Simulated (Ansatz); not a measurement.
Abridged output of a molecular run in Ansatz:

```
Functional definition: HF
563 factors; integrals over basis functions are off by at most 1.1e-3 eV
mean field evaluation 1: about -59214.8469 eV, gradient 1.6e1 eV
mean field evaluation 2: about -59214.8850 eV, gradient 1.6e1 eV
mean field evaluation 4: about -59215.8996 eV, gradient 2.4e0 eV
mean field evaluation 8: about -59215.9177 eV, gradient 1.5e-4 eV
mean field -59215.91771856 eV, -2176.1448381663 hartree, gradient 9.0e-6 eV, S^2 0.000000; 0 other end points of the search recorded, 0 dependent functions left out
10 core orbitals not correlated: weight in the atoms' cores, before any rotation towards them, 1.000 or more for the frozen orbitals, at most 0.000 for the correlated occupied ones
reference -59215.91771856 eV, -2176.1448381663 hartree; 14, 14 occupied and 35, 35 virtual orbitals, 563 factors
second order -13.75064793 eV of doubles, -0.00000000 eV of singles
cycle   1  -13.11349361 eV  change    6.4e-1 eV  update   1.0e-1
cycle   2  -13.57567202 eV  change   -4.6e-1 eV  update   3.8e-2
cycle   3  -13.65161599 eV  change   -7.6e-2 eV  update   1.6e-2
cycle   4  -13.64180517 eV  change    9.8e-3 eV  update   4.5e-3
cycle   5  -13.63953706 eV  change    2.3e-3 eV  update   2.2e-3
cycle   6  -13.64001013 eV  change   -4.7e-4 eV  update   5.1e-4
cycle   7  -13.63974164 eV  change    2.7e-4 eV  update   1.8e-4
cycle   8  -13.63967785 eV  change    6.4e-5 eV  update   5.8e-5
cycle   9  -13.63971192 eV  change   -3.4e-5 eV  update   1.8e-5
cycle  10  -13.63972467 eV  change   -1.3e-5 eV  update   6.2e-6
perturbative correction -0.38737180 eV, -0.0142356512 hartree
Total energy: -59229.94481503 eV, -2176.6603244537 hartree
```

Its atoms:

Cartesian coordinates in Å:
```
S -0.721 0.688 1.107
Zn 0.536 0.119 -0.570
H -1.244 -0.546 1.217
H 1.430 -0.261 -1.754
```

Task: Which basis set was used?
A. cc-pV(T+d)Z
B. cc-pV(Q+d)Z
C. def2-SVP
D. def2-QZVPP

Result: C. It gives 59 functions.

Task: Write the keys of the input that set method, charge and spin (a neutral closed shell needs none for the last two).

Result: 
```yaml
correlation: {method: ccsd_t}
```
